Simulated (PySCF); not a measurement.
This PySCF input asks for the NMR shieldings of SMILES FC(CC#N)(F)[SiH2][SiH2]N, C₃H₈F₂N₂Si₂; the geometry comes from GFN2-xTB.

```python
import basis_set_exchange as bse
import numpy as np
from pyscf import gto, dft
from pyscf.prop import nmr

atoms = """
N     1.880141    1.975319   -1.036975
C     1.702077    1.235312   -0.183946
C     1.459933    0.305201    0.883428
C     1.171848   -1.099585    0.346953
F     0.750409   -1.863844    1.411384
F     2.351327   -1.680780   -0.037791
Si   -0.140669   -1.239003   -1.087493
Si   -2.044041   -0.080742   -0.469705
N    -1.535460    1.532489   -0.125864
H     0.583399    0.635822    1.447849
H     2.330989    0.279302    1.547404
H    -0.292365   -2.689882   -1.209439
H     0.619825   -0.770030   -2.250199
H    -2.662861   -0.509477    0.789086
H    -3.060897   -0.215126   -1.527812
H    -0.906224    2.003423   -0.758654
H    -2.214428    2.193632    0.218260
"""
names = dict.fromkeys(["N", "C", "F", "Si", "H"], "pcSseg-1")
basis = {el: gto.basis.parse(bse.get_basis(n, elements=[el], fmt="nwchem")) for el, n in names.items()}
mol = gto.M(atom=atoms, basis=basis, charge=0, verbose=0)
mf = dft.RKS(mol, xc="PBE0")
mf.grids.level = 2
mf.grids.alignment = dft.numint.BLKSIZE   # the property module wants whole blocks of grid points
mf.conv_tol = 1e-9
mf.kernel()

calc = nmr.RKS(mf)   # GIAO
C = mf.mo_coeff
Co = C[:, mf.mo_occ > 0]
resp = mf.gen_response(singlet=True, hermi=2)
def vind(x):   # induced exchange potential for any number of trial vectors
    d = np.einsum("pi,xij,qj->xpq", C, 2 * x.reshape(-1, C.shape[1], Co.shape[1]), Co, optimize=True)
    return np.einsum("xpq,pi,qj->xij", resp(d - d.transpose(0, 2, 1)), C, Co, optimize=True).ravel()
mo1, _ = nmr.rhf.solve_mo1(calc, with_cphf=vind)
sigma = calc.kernel(mo1)
for i, s in enumerate(sigma):   # ppm
    w = np.linalg.eigvalsh((s + s.T) / 2)
    print("%2d %-2s iso %8.1f  s11 %8.1f  s22 %8.1f  s33 %8.1f" % (i, mol.atom_pure_symbol(i), w.mean(), *w))
```

Task: What does it print?

Result: 
```
 0 N  iso    -39.4  s11   -213.4  s22   -198.8  s33    293.9
 1 C  iso     63.7  s11    -50.7  s22    -46.6  s33    288.4
 2 C  iso    155.6  s11    143.1  s22    148.5  s33    175.3
 3 C  iso     52.8  s11     33.2  s22     54.1  s33     71.2
 4 F  iso    284.4  s11    169.8  s22    308.5  s33    375.1
 5 F  iso    271.6  s11    170.9  s22    296.1  s33    347.8
 6 Si iso    420.3  s11    389.0  s22    413.6  s33    458.4
 7 Si iso    405.7  s11    356.8  s22    381.2  s33    479.0
 8 N  iso    267.2  s11    229.7  s22    262.4  s33    309.7
 9 H  iso     28.3  s11     25.4  s22     27.5  s33     31.9
10 H  iso     28.7  s11     24.6  s22     27.4  s33     34.0
11 H  iso     27.7  s11     24.1  s22     26.1  s33     33.0
12 H  iso     27.1  s11     24.1  s22     25.8  s33     31.4
13 H  iso     26.6  s11     24.1  s22     24.3  s33     31.5
14 H  iso     26.5  s11     22.4  s22     24.6  s33     32.6
15 H  iso     31.0  s11     23.6  s22     27.6  s33     41.8
16 H  iso     31.5  s11     23.2  s22     27.0  s33     44.2
```

These numbers come from an equivalent density-fitted implementation of the same equations, which agrees with the script to about 0.01 ppm for H and up to a few tenths of a ppm for heavy atoms, so last digits may differ.

Task: Turn these shieldings into chemical shifts. References, each an isolated molecule treated in the same way: ¹⁵N (σref 267.73) vs NH3; ¹³C (σref 186.93) and ²⁹Si (σref 349.16) and ¹H (σref 31.72) vs TMS; ¹⁹F (σref 170.95) vs CFCl3.

Result: Averaging equivalent atoms: N 0: 307.2; N 8: 0.5; C 3: 134.1; C 1: 123.2; C 2: 31.3; F 4/5: -107.1; Si 7: -56.5; Si 6: -71.2; H 13/14: 5.13; H 11/12: 4.29; H 9/10: 3.25; H 15/16: 0.49 ppm. Unscaled 19F shifts against computed CFCl3 carry errors that often reach 10 to 50 ppm. Experimental scales use liquid or dissolved standards, which lie at an offset from isolated NH3 (liquid NH3: subtract about 20 ppm). Unscaled 15N shifts of sp2 nitrogen come out 20 to 40 ppm too high even then.

Size and cost of the density-fitted run: 207 basis functions, 80 s wall time on 1 thread of an Arm Neoverse N1, shared host; peak memory 0.93 GiB.
